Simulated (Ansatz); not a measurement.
Input file for Ansatz (a first-principles code): U-PBE/def2-TZVPP on ClH2Si (SMILES [SiH2]Cl), 2S+1 = 2, atoms moved off the minimum.

Ansatz 0.2 input:
```yaml
crystal:
  periodic: [false, false, false]
  atoms:
    - {symbol: Si, position_ang: [-1.00398724, 0.01347169, 0.31814290]}
    - {symbol: Cl, position_ang: [1.03015539, 0.00313771, -0.24946572]}
    - {symbol: H, position_ang: [-1.60291486, 1.22948088, -0.24572138]}
    - {symbol: H, position_ang: [-1.65397345, -1.19206692, -0.24648456]}
basis:
  gaussian:
    orbitals: def2-TZVPP
hamiltonian:
  xc: {name: PBE}
magnetization: {spin_polarized: true, initial_magnetization: 1}
output: {forces: true}
```

Output:

```
Functional definition: PBE
[...]
integrals: 0.03 GiB planned
700 factors; their error is unknown
mean field: 0.32 GiB planned
mean field evaluation 1: about -20423.0858 eV, gradient 1.1e1 eV
mean field evaluation 2: about -20423.4590 eV, gradient 9.5e0 eV
mean field evaluation 4: about -20423.9305 eV, gradient 7.1e-1 eV
mean field evaluation 8: about -20423.9336 eV, gradient 1.8e-2 eV
mean field evaluation 16: about -20423.9088 eV, gradient 1.7e-5 eV
mean field -20423.90883986 eV, -750.5648060421 hartree, gradient 1.7e-5 eV, S^2 0.752078; 0 other end points of the search recorded, 0 dependent functions left out
the calculation of the forces begins
reference -20423.90887352 eV, -750.5648072791 hartree; 17, 16 occupied and 95, 96 virtual orbitals, 700 factors
Total energy: -20423.90887352 eV, -750.5648072791 hartree
Atom 0 at    -1.003987     0.013472     0.318143 Å, force     0.915772    -0.165477     0.057015 eV/Å
Atom 1 at     1.030155     0.003138    -0.249466 Å, force    -0.594590    -0.024316     0.182413 eV/Å
Atom 2 at    -1.602915     1.229481    -0.245721 Å, force    -0.224211     0.454945    -0.156829 eV/Å
Atom 3 at    -1.653973    -1.192067    -0.246485 Å, force    -0.096971    -0.265152    -0.082600 eV/Å
Dipole moment:    -0.261091     0.001760     0.060716 e Å
```

The run converged.

Cost: around 1.8 core-seconds (rough).
